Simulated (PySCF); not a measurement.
C4H3ClF2, SMILES CC(Cl)=C=C(F)F. Geometry optimised at B3LYP-D3(BJ)/def2-SVP. This is a generated structure with no PubChem entry under its InChIKey; it may be hypothetical.

Calculation: B3LYP-D3(BJ)/def2-SVP (PySCF).

Harmonic wavenumbers (cm⁻¹): 92, 106, 138, 189, 287, 435, 438, 505, 605, 621, 630, 816, 1037, 1048, 1102, 1282, 1387, 1439, 1442, 1527, 2113, 3038, 3116, 3152. Rotational constants (GHz): 3.850, 1.009, 0.9355; symmetry number 1.

Q: Work out the zero-point energy and the ideal-gas rigid-rotor harmonic-oscillator thermochemistry at 298.15 K and 1 atm.

A: ZPE = ½ Σ hcν = ½ × 26542 cm⁻¹ = 37.94 kcal/mol. H − E(el) = 43.18 kcal/mol. Entropy in cal/(mol K): translation 40.37, rotation 28.87, vibration 17.61, total 86.85. G − E(el) = 17.29 kcal/mol. Cp = 26.42 cal/(mol K). Modes under 150 cm⁻¹ make the vibrational entropy uncertain.
